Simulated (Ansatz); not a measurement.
Frontier orbitals of CH3ClOSi (`ClC1O[SiH2]1`).

Total charge 0; spin multiplicity 1. Geometry: relaxed with PBE0-D4/def2-TZVP. Basis def2-TZVPP, Ansatz.

Orbital energies of one run (eV). Highest occupied ones, from the top: -6.51, -7.68, -7.85, -8.63, -9.66, -10.72, -11.77, -12.47, -14.22, -16.32, -21.99, -27.72, -97.35, -97.38. Empty: -1.60, -0.07, 0.41, 0.64, 1.98, 2.71.

Problem. Which functional gave them?
A. r2SCAN
B. BHLYP
C. BLYP
D. CAM-B3LYP

Solution. A. HOMO energies: r2SCAN -6.51, BHLYP -8.67, CAM-B3LYP -8.86, BLYP -6.13 eV.
